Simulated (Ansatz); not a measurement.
Process, species as SMILES: [CH2][N](C)[GeH3] → [CH3][Ge]([CH3])[NH2]

Wanted: isomerisation energy (enthalpy at 298 K), in kcal/mol. Set-up: 6-31G* and kin with 6d, 5d where marked; dispersion terms only where a functional's name holds one; spin-orbit terms left out; LANL2DZ with its own core potentials from Na on; open shells spin-unrestricted; non-relativistic. First-principles rows: single points at B3LYP-D3(BJ) geometries (Ansatz, an electronic-structure program), with unscaled harmonic terms from B3LYP/6-31G* (LANL2DZ past Ar) (Ansatz) at its own minima.

```csv
level,program,isomerisation energy (enthalpy at 298 K) (kcal/mol)
B3LYP/STO-3G,Ansatz,-20.9
B3LYP/3-21G,Ansatz,-45.9
B3LYP/LANL2DZ,Ansatz,-43.2
B3LYP/6-31G,Ansatz,-43.3
B3LYP/6-31G*,Ansatz,-32.2
B3LYP/6-31G**,Ansatz,-35.4
B3LYP/def2-SVP,Ansatz,-29.5
B3LYP/6-31G* with LANL2DZ past Ar,Ansatz,-35.4
B3LYP/def2-TZVPD,Ansatz,-35.6
```

No value to compare with is used here. The 8 habitual levels span -45.9 (B3LYP/3-21G) to -20.9 kcal/mol (B3LYP/STO-3G); B3LYP/def2-TZVPD gives -35.6.

The sets are all those run for this method; left out are runs that failed, that the program found above a lower state of the same kind, or whose <S^2> lies over 0.5 above the pure value.
